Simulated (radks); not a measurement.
Problem. Coherent X-ray form factor from a spherical all-electron density. Method: Dirac Kohn-Sham, exchange-only PBE, spin-unpolarised, spherical densities, point nucleus; computed with a radial shooting solver on a logarithmic mesh with Libxc functionals.

sin(theta)/lambda (1/angstrom),f0 (electrons)
0.05,74.315
0.1,72.376
0.15,69.490
0.2,66.034
0.25,62.354
0.3,58.700
0.4,51.995
0.5,46.324
0.6,41.561
0.8,33.905
1,27.920
1.25,22.356
1.5,18.652
2,14.599

The species is in the configuration that NIST lists as its ground one. Which atom or ion scatters so?

Solution. The platinum ion Pt3+, [Xe] 4f14 5d7. Extrapolating in s^2 from the first two rows gives f0(0) = 75.0, near the electron count 75; among species with that count, the fall with angle is slower the higher Z, and the table is that of Z = 78; from so few rows the species is fixed only to a neighbour or two.
